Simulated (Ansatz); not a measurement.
Frontier orbitals of C$_{2}$H$_{5}$NOSi (`OC1N=C1[SiH3]`).

Charge 0, multiplicity 1. Geometry: relaxed with PBE0-D4/def2-TZVP. It is one conformer, not always the lowest. Basis def2-TZVPP, Ansatz 0.2.0.

Orbital energies of one run (eV). Highest occupied ones, from the top: -6.28, -7.48, -8.12, -9.07, -9.43, -9.52, -10.47, -11.94, -12.88, -13.82, -15.68, -16.48, -25.94, -27.95. Empty: -2.11, 0.10, 0.43, 0.97, 1.37, 1.50.

Task: Which functional gave them?
A. r2SCANh
B. LC-ωPBE
C. HSE06 (plane-wave form)
D. r2SCAN

Result: D. HOMO energies: r2SCAN -6.28, HSE06 -6.98, LC-ωPBE -10.12, r2SCANh -6.78 eV.

LC-ωPBE has ω = 0.4 bohr⁻¹.
